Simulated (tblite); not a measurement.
Compound: C₃H₈F₃PSi.
Cartesian coordinates in Å at the GFN2-xTB level; atoms count from 1:
```
atom  x, y, z in Å
C1    -0.378   -1.655    0.779
P2    -0.542    0.135    1.189
C3     0.523    0.891   -0.109
Si4    2.376    0.687    0.301
C5    -2.169    0.364    0.248
F6    -2.154   -0.112   -1.011
F7    -3.184   -0.254    0.870
F8    -2.495    1.662    0.158
H9    -0.393   -1.820   -0.298
H10   -1.197   -2.201    1.248
H11    0.561   -2.016    1.193
H12    0.278    1.956   -0.137
H13    0.282    0.465   -1.086
H14    3.127    1.482   -0.671
H15    2.751   -0.725    0.183
H16    2.608    1.152    1.667
```

All values are computed: GFN2-xTB (tblite) harmonic vibrations without scaling, gas phase. Errors from tens to a few hundred cm⁻¹ against measured bands are possible. Modes of hydrogen on silicon can be 10 to 20 % off. One conformer, not necessarily the lowest.

Harmonic wavenumbers (cm⁻¹): 47.9, 55.1, 96.3, 109.7, 163.4, 185.4, 194.8, 239.9, 274.0, 311.5, 417.4, 471.7, 473.2, 509.1, 529.0, 663.3, 693.8, 727.4, 745.2, 763.9, 779.6, 790.6, 803.9, 876.5, 892.9, 1031.0, 1050.7, 1054.5, 1089.0, 1138.8, 1321.6, 1410.5, 1429.4, 1443.6, 2252.6, 2278.1, 2287.2, 2948.8, 2958.3, 2986.1, 3003.2, 3021.3.

A = 2602, B = 792.1, C = 720.0 MHz; mass 160.008 u (most abundant isotopes); point group C1, symmetry number 1.

Task: What is the zero-point energy?

Result: ½Σν̃ = 22260 cm⁻¹ = 266.29 kJ/mol.

Task: Give the ideal-gas entropy at 400 K and 1 bar in the rigid-rotor, harmonic-oscillator model (classical rotation).

Result: Translation 178.26, rotation 128.19, vibration 191.02: S = 497.5 J/(mol K).

Task: And Cp and H(400 K) − H(0)?

Result: Cp = 211.06 J/(mol K), of which vibrations give 177.80 (their classical limit is 42 R = 349.2); H(400 K) − H(0) = 52.05 kJ/mol without the zero-point energy, 38.75 from vibrations.

Task: How do the functions run with temperature in this model?

Result: 
| T (K) | S (J/(mol K)) | Cp (J/(mol K)) | H − H(0) (kJ/mol) | G − H(0) (kJ/mol) | ln q(vib) |
| --- | --- | --- | --- | --- | --- |
| 150 | 344.1 | 111.2 | 10.91 | -40.71 | 3.70 |
| 250 | 411.5 | 155.9 | 24.29 | -78.58 | 6.83 |
| 298.15 | 440.7 | 175.7 | 32.28 | -99.10 | 8.30 |
| 600 | 592.8 | 258.6 | 99.41 | -256.28 | 16.89 |
| 900 | 706.5 | 300.9 | 183.93 | -451.90 | 24.29 |

q(vib) and H(0) count from the zero-point level.

Task: What must be added to the electronic energy to get the Gibbs energy at 400 K and 1 bar?

Result: ZPE + [H(400 K) − H(0)] − T·S = 266.29 + 52.05 − 198.99 = 119.35 kJ/mol.

Task: Blend soft modes into free rotors: weight 1/[1 + (100 cm⁻¹/ν̃)⁴] for the oscillator and the rest for a rotor with moment μB/(μ + B), μ = h/(8π²ν), B = 10⁻⁴⁴ kg m². What vibrational entropy results?

Result: 175.24 J/(mol K) in place of 191.02, which changes −T·S at 400 K by +6.31 kJ/mol.

Hindered rotation and anharmonicity are outside this model. Other conformers, if any are populated, would add a mixing term that is left out. The structure is chiral; the term R ln 2 for an equal mix with its mirror image is left out.
